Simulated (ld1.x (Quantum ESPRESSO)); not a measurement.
Varying the TM potential for potassium (K)

Base potential:

| Property | Result |
| --- | --- |
| Element | K (Z = 19) |
| Generator | ld1.x (Quantum ESPRESSO) 7.5 |
| Type | norm-conserving Troullier–Martins (Kleinman–Bylander form) |
| Functional | PBE |
| Relativity | fully relativistic |
| Frozen core | [Ne] |
| Valence charge | 9 |
| Reference configuration | 3s2 3p6 4s1 4p0 |
| Partial waves | 3p (bound): rc 1.65 bohr; 3d channel at -0.15 Ry: rc 1.65 bohr; 4f channel at 0.45 Ry: rc 1.95 bohr; 3s (bound): rc 2.00 bohr |
| Local potential | the s channel |
| Core correction | full core density, not smoothed (it rises at the typed radius of 1.65 bohr, so ld1.x skipped the fit) |

Open shells are filled in proportion to 2j + 1 (rel_dist='average').

Occupied shells without a wave of their own: 4s. They enter only through the test configuration that unscreens the potential, and ld1.x also counts them in the model core charge.

All-electron outer shells of the reference configuration (PBE, scalar-relativistic, ld1.x):

| shell | level (eV) | outermost node (bohr) | outermost maximum (bohr) |
| --- | --- | --- | --- |
| 2s | -353.41 | 0.11 | 0.32 |
| 2p | -280.12 | – | 0.26 |
| 3s | -35.34 | 0.48 | 1.08 |
| 3p | -18.81 | 0.45 | 1.15 |
| 4s | -2.32 | 1.59 | 4.18 |
| 4p | -0.80 | 1.88 | 5.71 |

Cutoffs, loose and tight: the cutoffs (Ry, on a coarse ladder) from which the occupation-weighted sum of valence levels, in a spherical-Bessel basis at the reference potential, stays within 10 and 1 mRy of its value at 400 Ry. They do not see the model core or the augmentation charge, which bear on the density cutoff. Test errors are all-electron minus pseudo excitation energies from the reference, over the configurations 3s2 3p6 4s0 4p0; 3s2 3p6 4s0.5 4p0; 3s2 3p6 4s0 4p1; 3s2 3p5 4s1 4p0; 3s1 3p6 4s1 4p0. A dash means not determined; rows that change the core or the reference have their own tests.

With those shells counted twice in exchange and correlation these files are broken, and their errors move erratically; no question is asked of them.

```csv
change,outcome,"cutoff, loose","cutoff, tight",bound ghosts,largest test error (meV)
base,"generated, misses its reference levels by 0.20 eV",25 Ry,45 Ry,none,-513
wave 4f channel at 0.45 Ry: rc 1.95 bohr becomes 4f channel at 0.45 Ry: rc 1.68 bohr,"generated, misses its reference levels by 0.20 eV",25 Ry,45 Ry,none,-513
scalar-relativistic,"generated, misses its reference levels by 0.20 eV",25 Ry,45 Ry,none,-513
"all radii but the core radius scaled by about 1.09 (s 2.18, p 1.80, d 1.80, f 2.12 bohr)","generated, misses its reference levels by 0.28 eV",25 Ry,45 Ry,none,-638
wave 3d channel at -0.15 Ry: rc 1.65 bohr becomes 3d channel at -0.15 Ry: rc 1.98 bohr,"generated, misses its reference levels by 0.20 eV",25 Ry,45 Ry,none,-513
wave 4f channel at 0.45 Ry: rc 1.95 bohr becomes 4f channel at 2.93 Ry: rc 1.95 bohr,"generated, misses its reference levels by 0.20 eV",25 Ry,45 Ry,none,-513
wave 3s (bound): rc 2.00 bohr becomes 3s (bound): rc 2.64 bohr,"generated, misses its reference levels by 0.48 eV",25 Ry,45 Ry,none,-971
"core correction full core density, not smoothed (it rises at the typed radius of 2.02 bohr, so ld1.x skipped the fit)","generated, misses its reference levels by 0.20 eV",25 Ry,45 Ry,none,-513
wave 3p (bound): rc 1.65 bohr becomes 3p (bound): rc 1.44 bohr,"generated, misses its reference levels by 0.20 eV",40 Ry,60 Ry,none,-513
reference 3s2 3p6 3d1 4s0 4p0; wave 3d channel at -0.15 Ry: rc 1.65 bohr becomes 3d (bound): rc 1.65 bohr; core correction a·sin(br)/r model core inside 1.65 bohr,generated,30 Ry,50 Ry,none,+708
```
